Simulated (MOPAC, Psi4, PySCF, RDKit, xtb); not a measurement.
Internal rotation in C₅H₆SSe, SMILES Cc1ccc([SeH])s1. Scanned: dihedral S7–C5–Se6–H13; all other coordinates were relaxed at GFN2-xTB. Points at φ and −φ are mirror images.

Atom numbering (GFN2-xTB optimised geometry, Å):
```
13

C     -2.2122     0.3113     0.4571
C     -0.7891     0.0687     0.1028
C     -0.2785    -0.6752    -0.9119
C      1.1344    -0.6899    -0.9550
C      1.6903     0.0520     0.0400
Se     3.5455     0.3121     0.3584
S      0.4823     0.7840     1.0491
H     -2.8604    -0.2041    -0.2475
H     -2.4267    -0.0511     1.4624
H     -2.4402     1.3767     0.4312
H     -0.8929    -1.2050    -1.6183
H      1.7113    -1.2254    -1.6887
H      3.3361     1.1460     1.5204
```

GFN1-xTB // GFN2-xTB (xtb); UFF // GFN2-xTB (RDKit); PM7, restricted, heats of formation // GFN2-xTB (MOPAC); HF/cc-pVTZ // GFN2-xTB (Psi4); RKS-B3LYP/6-31G* = restricted B3LYP/6-31G*, spherical d, density fitting // GFN2-xTB (PySCF); MP2/cc-pVTZ = DF-MP2 (frozen core)/cc-pVTZ // GFN2-xTB run with Psi4.

Energies in kJ/mol, each method relative to its own lowest point.

```tsv
φ / °	GFN1-xTB	UFF	PM7	HF/cc-pVTZ	RKS-B3LYP/6-31G*	MP2/cc-pVTZ
-160	1.3	25.0	3.9	11.3	11.0	8.9
-140	4.4	16.1	2.9	8.7	8.3	6.5
-120	7.9	6.1	1.6	4.7	4.4	3.3
-100	10.0	0.0	0.5	1.1	1.0	0.7
-80	9.4	1.0	0.0	0.0	0.0	0.0
-60	6.6	8.0	0.2	1.9	1.9	1.5
-40	3.4	16.8	1.2	5.5	5.6	4.4
-20	1.0	23.8	2.4	8.9	9.3	7.3
0	0.1	26.5	2.9	10.4	10.9	8.6
20	1.0	23.8	2.4	8.9	9.3	7.3
40	3.4	16.8	1.2	5.5	5.6	4.4
60	6.6	8.0	0.2	1.9	1.9	1.5
80	9.4	1.0	0.0	0.0	0.0	0.0
100	10.0	0.0	0.5	1.1	1.0	0.7
120	7.9	6.1	1.6	4.7	4.4	3.3
140	4.4	16.1	2.9	8.7	8.3	6.5
160	1.3	25.0	3.9	11.3	11.0	8.9
180	0.0	28.6	4.3	12.2	11.9	9.7
```

Root-mean-square difference from the MP2/cc-pVTZ profile, itself a level with limits, after the best constant shift (kJ/mol): GFN1-xTB 6.7, UFF 6.7, PM7 2.0, HF/cc-pVTZ 0.8, RKS-B3LYP/6-31G* 0.8.
